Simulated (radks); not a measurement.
The silicon ion Si3+, [Ne] 3s1. Calculated with a radial shooting solver on a logarithmic mesh with Libxc functionals: non-relativistic Kohn-Sham, PBE, spin-polarised, spherical densities, point nucleus. Every spin shell is full or empty, so the densities are truly spherical. Functionals are evaluated on that one density, not self-consistently. Rank these exchange functionals by their error against the exact value of the orbitals, and give that value: LDA, PBEsol, RPBE, PW91, AM05, SOGGA, B86b, EV93, APBE, revTPSS, SCAN, r2SCAN, MS2, Tao-Mo, MVS.

Answer. Exact: -19.4788 hartree. From best to worst, with 100 (|E| - |E exact|)/|E exact| (equal figures are ties): Tao-Mo -0.05, r2SCAN +0.07, RPBE +0.08, B86b +0.09, PW91 -0.16, MS2 +0.18, MVS -0.20, SCAN +0.30, revTPSS -0.36, APBE +0.61, EV93 +1.53, PBEsol -3.66, SOGGA -3.71, AM05 -7.27, LDA -8.44.
